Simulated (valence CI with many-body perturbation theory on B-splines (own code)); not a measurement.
# O+: key properties

Calculated by configuration interaction combined with many-body perturbation theory (CI+MBPT): five valence electrons over a frozen Dirac-Fock core [He], a basis of 9 s, 9 p, 8 d, 6 f, 3 g, 1 h functions for each j, with the one-electron correlation potential Σ1, the two-electron term Σ2, the three-electron term Σ3, Breit, model QED; selected CI, second order for the rest, scaled by the run's own slope (own B-spline code, finite nucleus).

Set against measurement, 32 paired levels are off by 149 cm⁻¹ on average, the worst by 424. Among the levels kept, up to 2100 cm⁻¹ of a level comes from second order outside the variational space, and about a tenth of that is noise between levels of different J, which matters for small intervals.

Rates and lifetimes use the calculated energies. Strong lines usually hold to 10 to 20 %, long lifetimes can be off by a factor of two.

(1) What is the ground level?

(2) Among levels below 27.512 eV, which E1 lines absorb most strongly from the ground level?

(3) Name the longest-lived excited levels whose lifetime is computed, and their main decay.

(4) Where does the other parity begin?

(5) What are the static dipole polarisabilities of the lowest levels?

Results:

(1) 2s²2p³ ⁴S°_3/2, composition 97 % 2s²2p³ ⁴S°, g = 2.002.

(2) to 2s2p⁴ ⁴P_5/2 at 83.39 nm, f = 0.135; to 2s2p⁴ ⁴P_3/2 at 83.29 nm, f = 0.0899; to 2s²2p²3s ⁴P_5/2 at 53.95 nm, f = 0.0631.

(3) 2s²2p³ ²D°_5/2 at 3.346 eV lives 18400 s, mostly by E2 to 2s²2p³ ⁴S°_3/2; 2s²2p³ ²D°_3/2 at 3.349 eV lives 3290 s, mostly by M1 to 2s²2p³ ⁴S°_3/2; 2s²2p³ ²P°_1/2 at 5.046 eV lives 5.62 s, mostly by E2 to 2s²2p³ ²D°_3/2.

(4) At 2s2p⁴ ⁴P_5/2, 14.868 eV.

(5) 2s²2p³ ⁴S°_3/2 2.53; 2s²2p³ ²D°_5/2 2.45 (tensor 0.048); 2s²2p³ ²D°_3/2 2.44 (tensor 0.036); 2s²2p³ ²P°_1/2 2.38 bohr³, of which the core gives 0.00264.
